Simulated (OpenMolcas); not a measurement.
**Kr2+: effect of the active space**

```
Program             : OpenMolcas 26.06
Method              : CASSCF
Basis               : ANO-RCC-VDZ
Scalar Hamiltonian  : DKH2, point nucleus
Spin-orbit coupling : RASSI with atomic mean-field integrals over the reference wave functions, term energies averaged over their components
```

A. 4 electrons in 3 orbitals (4p); 2S+1 = 3 even, 3 roots; 2S+1 = 1 even, 6 roots; cost roughly 2.2 core-seconds
B. 6 electrons in 4 orbitals (4s 4p); 2S+1 = 3 even, 3 roots; 2S+1 = 1 even, 6 roots; 2S+1 = 3 odd, 3 roots; 2S+1 = 1 odd, 3 roots; cost roughly 9 core-seconds
C. 6 electrons in 8 orbitals (4s 4p 5s 5p); 2S+1 = 3 even, 3 roots; 2S+1 = 1 even, 6 roots; 2S+1 = 3 odd, 3 roots; 2S+1 = 1 odd, 3 roots; cost of the order of 23 core-seconds

Energies in cm⁻¹ above 4s² 4p⁴ ³P₂, the measured ground level; measured values from Saloman, J. Phys. Chem. Ref. Data 36, 215 (2007).

```
      Level      A      B      C  Measured
4s² 4p⁴ ³P₂    0.0    0.0    0.0       0.0
4s² 4p⁴ ³P₁   4271   4271   4127      4548
4s² 4p⁴ ³P₀   5294   5062   4846      5313
4s² 4p⁴ ¹D₂  17084  17083  16957     14644
4s² 4p⁴ ¹S₀  38891  31505  31013     33080
```

Deviations, from unrounded energies. A percentage is the sum of absolute deviations over the sum of measured energies, with the sign that they share, or ± where signs differ.

```
                        Against measurement  Levels      A     B     C
             mean absolute deviation (cm-1)       4   2100  1100  1300
      fine structure of the ground term (%)       2   -3.0  -5.4  -9.0
other terms of the ground configuration (%)       2  +17.3  ±8.4  ±9.2
```

B lies closest to measurement on these levels and A furthest from it. The largest miss of B in the table is 4s² 4p⁴ ¹D₂, by +2400 cm-1. The ranking rests on the paired levels alone, and a cruder setting can come out closer through cancelling errors.

Among A to C the level of the table that moves most is 4s² 4p⁴ ¹S₀, by 7900 cm-1 (lowest in C, highest in A).

With the s shell closed, the reference lacks s² → p² mixing (holds for A). Active for correlation alone: 5p 5s; no level in the range computed is led by a configuration that fills them, so any true level of that kind is missing (holds for C). Computed and measured levels are paired by configuration, term and J; levels that our copy of the source lacks, or whose pairing is in doubt (as where it misses far off the trend of its configuration), stay unpaired and out of the deviations. Only configurations of the active space appear. Levels that lie high or do not pair safely by name in every column are left out.
